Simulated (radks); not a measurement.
Polarisability of the lutetium ion Lu2+, [Xe] 4f14 6s1, at imaginary frequency. Method: non-relativistic Kohn-Sham, LDA (Slater exchange, VWN5 correlation), spin-polarised, spherical densities, point nucleus; open shells are filled with parallel spins first (spin-orbit coupling, left out, can overturn this in heavy ions); relativity is left out, which matters for an element this heavy; computed with a radial shooting solver on a logarithmic mesh with Libxc functionals. Response by self-consistent Sternheimer equations with the Hartree and adiabatic LDA kernel.

| w (hartree) | alpha1(iw) (bohr^3) |
|---|---|
| 0.00266 | 40.12 |
| 0.0143 | 39.87 |
| 0.0360 | 38.51 |
| 0.0697 | 34.74 |
| 0.118 | 28.07 |
| 0.186 | 20.19 |
| 0.280 | 13.56 |
| 0.413 | 9.078 |
| 0.605 | 6.261 |
| 0.892 | 4.383 |
| 1.35 | 2.949 |
| 2.12 | 1.784 |
| 3.59 | 0.9166 |
| 6.94 | 0.3720 |
| 17.5 | 0.09432 |

Static values: alpha1 = 40.13 bohr^3 (5.947 angstrom^3; uncoupled 55.50). C6 = 252.4, triple-dipole C9 = 6843 atomic units. One-pole (London) frequency 4 C6 / (3 alpha1^2) = 0.209 hartree, against 0.627 for minus the highest occupied eigenvalue. The dipole shielding factor is 0.972, as the force sum rule N/Z = 0.972 demands.
